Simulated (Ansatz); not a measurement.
`[OH][Cd][F]` + `O[SiH3]` → `[F][Cd][O][SiH3]` + H₂O at 298.15 K and 1 bar (ligand exchange at a Cd–O bond).

Isolated molecules relaxed with PBE0-D4/def2-TZVP in Ansatz; ΔE leaves out vibrations. CCSD(T)/CBS adds triple-zeta CCSD(T) − MP2 to the extrapolated MP2 energy (def2 sets, frozen cores). This one scheme is used for every species. def2 core potentials past Kr. For Cd outer-core shells are correlated without core-valence functions, which leaves a few kJ/mol of doubt a bond. Each species was taken in one conformer, which may not be the lowest.

```csv
species,CCSD(T)/CBS energy (Eh),H − E (kJ/mol),S (J/(mol·K))
`[OH][Cd][F]`,-343.29729,51.4,287.2
`O[SiH3]`,-366.69042,113.6,257.8
`[F][Cd][O][SiH3]`,-633.61664,99.9,354.9
H₂O,-76.37941,66.4,188.7
```

H − E and S are ideal-gas, rigid-rotor, harmonic terms from PBE0-D4/def2-TZVP, for one conformer and one mirror image of each species. 1 Eh = 2625.50 kJ/mol, R = 8.31446 J/(mol·K).

Question: By hand: ΔE, ΔH, ΔS and ΔG.

Answer: ΔE = (-633.61664) + (-76.37941) − (-343.29729) − (-366.69042) = -0.00834 Eh = -21.9 kJ/mol. Δ(H − E) = 99.9 + 66.4 − 51.4 − 113.6 = 1.3, so ΔH = -20.6 kJ/mol. ΔS = 354.9 + 188.7 − 287.2 − 257.8 = -1.4 J/(mol·K). ΔG = -20.6 − 298.15 × (-1.4)/1000 = -20.2 kJ/mol.

Question: By hand: the equilibrium constant, and the temperature at which ΔG would vanish if ΔH and ΔS stayed fixed.

Answer: log₁₀ K = −ΔG/(RT ln 10) = 3.5. ΔG = 0 at ΔH/ΔS = 14714 K, far beyond where these terms or the molecules hold.

The number of gas molecules stays the same, so ΔS is small and ΔH decides. A doubt of 5 kJ/mol in ΔE shifts log₁₀ K by 0.9 here. Other conformers and mirror images would add mixing entropy, several J/(mol·K) or more a flexible species. Modes under 60 cm⁻¹, often nearly free rotors, make the harmonic entropy too high. These are equilibria of isolated gas molecules and say nothing of rates. Largest T1 diagnostic: 0.017 (customary marks: 0.02 for closed shells, 0.045 for open ones).
